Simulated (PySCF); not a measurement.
Ru(Cp)(CO)2(Et), C9H10O2Ru, singlet (GFN2-xTB optimised geometry):

```
22

Ru    -0.026    -0.336     0.000
C      1.093     0.029    -1.950
C      1.767    -0.959    -1.192
C      2.248    -0.336     0.000
C      1.816     1.003     0.000
C      1.066     1.225    -1.198
H      0.750    -0.085    -2.970
H      2.095    -1.922    -1.566
H      2.928    -0.784     0.712
H      2.114     1.767     0.705
H      0.766     2.196    -1.570
O     -1.910     1.331     1.617
C     -1.207     0.678     0.985
O     -0.425    -2.654     1.845
C     -0.301    -1.767     1.126
C     -1.698    -1.029    -1.151
C     -2.417     0.101    -1.875
H     -2.442    -1.594    -0.576
H     -1.269    -1.718    -1.891
H     -1.735     0.703    -2.476
H     -2.928     0.754    -1.170
H     -3.170    -0.312    -2.550
```

Calculation: CAM-B3LYP/def2-SVP, def2 effective core potentials past Kr (PySCF).

Task: What are the frontier orbital energies and the dipole moment?

Result: HOMO-2 -8.63 eV, HOMO-1 -8.03 eV, HOMO -7.74 eV, LUMO 0.67 eV, LUMO+1 0.99 eV; dipole moment 3.34 D.
